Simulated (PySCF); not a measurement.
# Fine-structure interval of Xe²⁷⁺ by level of theory

Xe²⁷⁺ [Ar] 3d9 [3d3/2^4 3d5/2^5, M_J = 5/2] → Xe²⁷⁺ [Ar] 3d9 [3d3/2^3 3d5/2^6, M_J = 3/2], as a difference of total energies. All numbers are calculated (PySCF 2.14, the two-component X2C-1e Hamiltonian, in an uncontracted even-tempered set (17 s from 4 bohr⁻², ratio 2.8; 12 p from 5.2 bohr⁻², ratio 2.8; 8 d from 5.2 bohr⁻², ratio 2.8; 3 f from 22 bohr⁻², ratio 3)). Correlated levels: [Ne] frozen; the 76 highest virtual spinors dropped. "Screened" scales the spin-orbit matrix elements by Boettger's factors to mimic the two-electron term; Breit and QED terms are absent.

```
                    method  fine-structure interval (cm⁻¹)
 GHF (screened spin-orbit)                          112430
GMP2 (screened spin-orbit)                          112260
     GHF (bare spin-orbit)                          138140
```
